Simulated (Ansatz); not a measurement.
Consider the ligand exchange at a B–N bond: `BN(C=C)CC` + `C[SiH2]O` → `BO[SiH2]C` + `C=CNCC`.

Computed with Ansatz on PBE0-D4/def2-TZVP structures; ΔE is electronic, products minus reactants. CBS: MP2 limit from def2 TZ/QZ plus the TZ coupled-cluster correction, frozen cores. This one scheme is used for every species. Functionals use def2-TZVPP. Each species was taken in one conformer, which may not be the lowest.

| species | ωB97X-V energy (Eh) |
| --- | --- |
| `BN(C=C)CC` | -238.07009 |
| `C[SiH2]O` | -406.46106 |
| `BO[SiH2]C` | -431.94250 |
| `C=CNCC` | -212.58573 |

Problem. Work out ΔE.

Solution. ΔE = (-431.94250) + (-212.58573) − (-238.07009) − (-406.46106) = 0.00292 Eh = +7.7 kJ/mol. CCSD(T)/CBS gives +16.3 kJ/mol.

Largest T1 diagnostic among the species: 0.012.

In def2-TZVPP, CCSD(T) changes the Hartree–Fock value by +27.3 kJ/mol (the triples alone add +3.7 kJ/mol) and MP2 by +30.3 kJ/mol. The D4 term adds +6.3 kJ/mol with B3LYP and +3.4 kJ/mol with PBE0; it sums over pairs of atoms, weighted by their polarisabilities, and B3LYP, whose exchange is more repulsive, gets the larger term.

B3LYP here is the variant with VWN-RPA as its local correlation; programs differ in this.
